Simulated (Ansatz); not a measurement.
Geometry optimisation, Ansatz, RKS B3LYP-D4/def2-SVP.

The input (input.yaml):

```yaml
crystal:
  periodic: [false, false, false]
  atoms:
    - { symbol: Ge, position_ang: [-0.8209, 1.2147, -0.5422] }
    - { symbol: O, position_ang: [0.9739, 0.0091, -0.7347] }
    - { symbol: H, position_ang: [-1.9499, 0.5535, -1.262] }
    - { symbol: H, position_ang: [-0.8582, 1.9118, 0.784] }
    - { symbol: H, position_ang: [-0.1731, 2.2069, -1.5394] }
    - { symbol: H, position_ang: [-0.3014, -1.0783, 1.134] }
    - { symbol: F, position_ang: [-1.2203, -0.4011, 0.755] }
    - { symbol: H, position_ang: [1.0756, -0.8458, 0.2076] }
    - { symbol: O, position_ang: [0.8369, -1.6441, 1.1718] }
    - { symbol: H, position_ang: [1.7454, 0.5738, -0.7413] }
    - { symbol: H, position_ang: [0.692, -2.5006, 0.7672] }
basis:
  gaussian: { orbitals: def2-SVP }
hamiltonian:
  xc: b3lyp
  dispersion: d4
relax:
  f_tol: 0.15
  max_steps: 25
  restrain:
    - { distance: [0, 6], at: 3.07, k: 30.0 }
    - { distance: [5, 8], at: 2.27, k: 30.0 }
    - { distance: [7, 1], at: 2.27, k: 30.0 }
    - { distance: [0, 1], at: 1.86, k: 30.0 }
    - { distance: [5, 6], at: 0.88, k: 30.0 }
    - { distance: [7, 8], at: 0.97, k: 30.0 }
output:
  orbitals: {}
```

Run as:

```bash
$ ansatz run input.yaml --threads 2 --pin off --max-ram 3072MiB --backend cpu --events-out ev --progress --plain --runs-dir out
```

Problem. Where does it end, and by what steps?

Solution. It converged. The restraints hold the end off the free minimum. After 8 steps the energy has fallen by 0.681 eV (the restraints' own energy left out); H8 moved furthest, 0.76 Å. Parted: Ge1–F7. Joined: H6–F7, H8–O9.

```
step  energy less start (eV)  largest force component (eV/Å)  accepted
   0                  0.0000                           2.198       yes
   1                 -0.2653                           2.538       yes
   2                  0.2639                           7.455       yes
   3                 -0.1287                           3.164       yes
   4                 -0.4495                           1.939       yes
   5                 -0.6170                           0.652       yes
   6                 -0.6678                           1.051       yes
   7                 -0.6464                           1.394        no
   8                 -0.6812                           1.244       yes
```

```xyz
11
Properties=species:S:1:pos:R:3
Ge -0.666 1.469 -0.853
O 0.798 0.361 -0.716
H -1.783 0.585 -1.411
H -0.987 2.083 0.519
H -0.288 2.587 -1.853
H -0.618 -0.877 1.413
F -1.479 -0.600 1.264
H 1.386 -1.517 0.401
O 1.247 -2.117 1.151
H 1.609 0.888 -0.657
H 0.781 -2.864 0.742
```

Whether the end is a true minimum wasn't checked by a vibrational analysis.

The run took 28 s on 2 threads of Arm Neoverse V1, with other jobs on the host, peak memory 0.25 GiB.
